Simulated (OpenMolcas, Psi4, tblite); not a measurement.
# InN2H5 (SMILES [NH2][InH][NH2]): methods side by side

InN2H5 has 8 atoms, charge 0, and is taken as a singlet. SMILES: `[NH2][InH][NH2]`. The shape is that of a PBE0-D4/def2-TZVP optimisation.

Quantity: the HOMO–LUMO gap, in eV. The values are calculated.

```tsv
level	kind	program	value (eV)	CPU time
GFN1-xTB	semi-empirical	tblite	4.83	under 2 s
HF/def2-SVP (core potential)	Hartree–Fock	OpenMolcas	12.11	10 s
SVWN5/def2-SVP (core potential)	LDA	OpenMolcas	4.03	30 s
revPBE/def2-SVP (core potential)	GGA	OpenMolcas	4.13	43 s
M06-L/def2-SVP (core potential)	meta-GGA	OpenMolcas	4.68	50 s
r2SCAN/def2-SVP (core potential)	meta-GGA	OpenMolcas	4.63	49 s
PBE0/def2-SVP (core potential)	global hybrid	OpenMolcas	6.17	39 s
CAM-B3LYP/def2-SVP (density fitting, core potential)	range-separated hybrid	Psi4	8.38	6.2 s
B2PLYP/def2-SVP (core potential)	double hybrid	OpenMolcas	8.31	27 s
```

The values span 4.03 to 12.11 eV. Orbital gaps aren't excitation energies, and those of double hybrids come from the SCF part alone; they tend to grow with the share of exact exchange. CPU times are rough (shared hosts, several kinds of processor): they show what a rung costs within a factor of a few.
